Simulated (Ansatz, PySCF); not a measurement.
Gas-phase reaction (SMILES): [Cl][Al][Cl] → [Al][Cl] + Cl atom; the Al-Cl bond at the site shown breaks (other sites are not compared here).

Structures are relaxed separately at B3LYP-D3(BJ)/def2-TZVP in Ansatz (an electronic-structure program). Correlated levels leave the core frozen unless marked. Open shells are spin-unrestricted. No spin-orbit coupling. Non-relativistic. Basis-set limits of correlation are two-point, X^-3; Hartree-Fock from the larger set. Thermal terms are rigid-rotor harmonic-oscillator values from B3LYP-D3(BJ) frequencies (PySCF) at 298.15 K and 1 atm. 1 Eh = 627.5095 kcal/mol. Atoms have translation alone.

```tsv
species	E, CCSD(T)/CBS(cc-pV(T+d)Z,cc-pV(Q+d)Z) (Ansatz) (Eh)	E, wB97X-V/def2-TZVPD (Ansatz) (Eh)	H - E (Eh)
[Cl][Al][Cl]	-1161.65962	-1162.78437	0.00749
[Al][Cl]	-701.83690	-702.58995	0.00461
Cl atom	-459.70714	-460.08005	0.00236
```

### Question
Work out ΔE and ΔH at 298.15 K at the first level, then ΔH at the second.

### Answer

1. ΔE = [(-701.83690) + (-459.70714)] - [(-1161.65962)] = 0.11558 Eh = 72.5 kcal/mol at CCSD(T)/CBS(cc-pV(T+d)Z,cc-pV(Q+d)Z).
2. The terms H - E add up to -0.00052 Eh, so ΔH = (0.11558 + (-0.00052))×627.5095 = 72.2 kcal/mol.
3. At wB97X-V/def2-TZVPD the same steps give ΔE = 71.8 and ΔH = 71.4 kcal/mol, a shift of -0.8 from the first level.
4. These values are not checked against measurement here, since the tables used lack a sound gas-phase enthalpy of formation for at least one species.
